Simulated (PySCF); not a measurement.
Sn(H)(F)(Me)2 (C2H7FSn), SMILES [CH3][SnH]([CH3])[F]. Coordinates come from a B3LYP-D3(BJ)/def2-SVP optimisation. The structure was generated by enumeration; whether it is a known compound was not checked. The def2 effective core potentials stand for the cores of Sn; spin–orbit coupling is left out.

Computed equilibrium geometry at B3LYP-D3(BJ)/def2-SVP (PySCF confirms it by a frequency run) as bond lengths and angles, and its point group:
point group Cs.
Atoms: Sn1 C2 C3 F4 H5 H6 H7 H8 H9 H10 H11. Bond lengths (Å): Sn1–C2 2.157, Sn1–C3 2.157, Sn1–F4 1.962, Sn1–H5 1.725, C2–H6 1.100, C2–H7 1.099, C2–H8 1.099, C3–H9 1.099, C3–H10 1.100, C3–H11 1.099. Bond angles (°): C2–Sn1–C3 113.9, C2–Sn1–F4 104.9, C2–Sn1–H5 113.8, C3–Sn1–F4 104.9, C3–Sn1–H5 113.8, F4–Sn1–H5 104.1, Sn1–C2–H6 110.0, Sn1–C2–H7 109.7, Sn1–C2–H8 109.3, H6–C2–H7 109.2, H6–C2–H8 109.2, H7–C2–H8 109.3, Sn1–C3–H9 109.7, Sn1–C3–H10 110.0, Sn1–C3–H11 109.3, H9–C3–H10 109.2, H9–C3–H11 109.3, H10–C3–H11 109.2.
Charge 0, spin multiplicity 1.
